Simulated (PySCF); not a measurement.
## Telling isomers of C$_{8}$H$_{11}$ClSi apart by NMR

PySCF 2.14 calculation with shieldings: GIAO PBE0/pcSseg-1 and structure optimised with GFN2-xTB; gas phase, no relativistic terms, averaged over atoms made equivalent by symmetry, fast rotation or ring inversion, a single conformation.

Chemical shifts δ = σref − σ; TMS for ¹H (31.72 ppm) and ¹³C (186.93 ppm), all at this level. Where no couplings were computed, multiplicities follow the n + 1 count of equivalent neighbours, and m marks all less simple cases (inequivalent or close neighbours, rings, F or P nearby). Shifts are as computed. Against solution values, carbons near 30 ppm lie about +3 ppm off and those near 130 ppm about +5 ppm; carbons on Cl a further +6 ppm. Of 1211 compounds with measured shifts, 218 miss one by over three times the rms of a fit or turn the order of signals round; such compounds aren't used in these exercises. Carbons bonded to Cl come out too deshielded.

(1) Tabulate the signals of `Cc1cc(Cl)ccc1C[SiH3]`, `CC1=C(Cl)C=C[Si@H]1C1CC1` and their relative energies.

(2) What is the quickest way to tell Cc1cc(Cl)ccc1C[SiH3] from CC1=C(Cl)C=C[Si@H]1C1CC1?

Results:

(1) 
```json
{"SMILES": "Cc1cc(Cl)ccc1C[SiH3]", "carbon types": "3×C 3×CH 1×CH2 1×CH3", "δC": "142.2, 141.7, 141.1, 136.2, 135.0, 132.8, 23.1, 17.8", "δH": "7.39 (s, 1H), 7.38 (m, 1H), 7.31 (m, 1H), 3.87 (t, 3H), 2.37 (s, 3H), 2.26 (q, 2H)", "E rel. (kcal/mol)": "0.0"}
{"SMILES": "CC1=C(Cl)C=C[Si@H]1C1CC1", "carbon types": "2×C 3×CH 2×CH2 1×CH3", "δC": "161.3, 149.0, 144.2, 128.6, 18.0, 4.5, 1.9, -4.7", "δH": "6.94 (d, 1H), 5.72 (m, 1H), 4.96 (m, 1H), 2.24 (s, 3H), 0.74 (m, 1H), 0.55 (m, 1H), 0.30 (m, 1H), 0.22 (m, 1H), -0.09 (m, 1H)", "E rel. (kcal/mol)": "33.4"}
```

Energies are electronic energies at PBE0/pcSseg-1 on these geometries, without zero-point or thermal terms, each for the one conformer computed, which needn't be the lowest.

(2) Both give the same number of carbon signals, but DEPT or the intensities differ. The first has an sp3 CH2 bonded to Si, on an aromatic ring at 17.8 ppm, the second a three-membered-ring carbon (CH) at -4.7 ppm. Their most deshielded carbons lie at 142.2 and 161.3 ppm. In the proton spectra the most deshielded non-exchanging signals are 7.39 (s, 1H) and 6.94 (d, 1H).
